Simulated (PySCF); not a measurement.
PBEsol single point of singlet HfH₄ at its PBE0 minimum.

An equivalent PySCF input for this run (the driver started from the density of an earlier step):

```python
from pyscf import gto, scf, dft
mol = gto.M(atom='''
Hf     0.000000     0.000000    -0.000000
H      1.508067    -0.000050     1.066364
H     -1.508067    -0.000000     1.066364
H      0.000025     1.508092    -1.066329
H     -0.000025    -1.508042    -1.066400''',
    basis={'Hf': 'def2-TZVP', 'H': 'def2-TZVP'},
    ecp={'Hf': 'def2-TZVP'},
    charge=0, spin=0)
mf = dft.RKS(mol, xc='PBEsol')
mf.grids.atom_grid = (75, 302)
aux = {'Hf': 'def2-universal-JKFIT', 'H': 'def2-universal-JKFIT'}
mf = mf.density_fit(auxbasis=aux)
mf.conv_tol = 1e-08
mf.diis_space = 10
mf.max_cycle = 60
mf.verbose = 4
mf.kernel()
```

SCF log (excerpt):

```
init E= -50.1916035718805
  HOMO = -0.259085127228457  LUMO = -0.122148915584089  gap/eV = 3.72622
cycle= 1 E= -50.1919583678819  delta_E= -0.000355  |g|= 0.0751  |ddm|= 0.196
  HOMO = -0.252282594537067  LUMO = -0.0972608138094013  gap/eV = 4.21836
cycle= 2 E= -50.1875619345693  delta_E= 0.0044  |g|= 0.13  |ddm|= 0.253
  HOMO = -0.259562313767335  LUMO = -0.115503024996767  gap/eV = 3.92005
cycle= 3 E= -50.1941670284677  delta_E= -0.00661  |g|= 0.00222  |ddm|= 0.167
  HOMO = -0.258570839792498  LUMO = -0.114754520155058  gap/eV = 3.91344
cycle= 4 E= -50.1941692981741  delta_E= -2.27e-06  |g|= 0.000146  |ddm|= 0.00402
  HOMO = -0.258652247380631  LUMO = -0.114826773118762  gap/eV = 3.91369
cycle= 5 E= -50.1941693093062  delta_E= -1.11e-08  |g|= 4.03e-05  |ddm|= 0.000339
  HOMO = -0.258647287828704  LUMO = -0.114818710762788  gap/eV = 3.91377
cycle= 6 E= -50.1941693099993  delta_E= -6.93e-10  |g|= 6.64e-07  |ddm|= 6.03e-05
  HOMO = -0.258647311793619  LUMO = -0.114818865601834  gap/eV = 3.91377
Extra cycle  E= -50.1941693099992  delta_E= 5.68e-14  |g|= 1.01e-06  |ddm|= 2.69e-06
converged SCF energy = -50.1941693099992
```

Spin–orbit coupling, left out here, can matter for elements this heavy.

This run, together with those of the ionised and electron-attached species (not shown), took 13 s on 2 threads of a shared Intel Xeon 6975P-C (Granite Rapids) host, with 64 basis functions; the process peaked at 0.85 GiB. Launch command: `OMP_NUM_THREADS=2 python axn.py task.json out`.
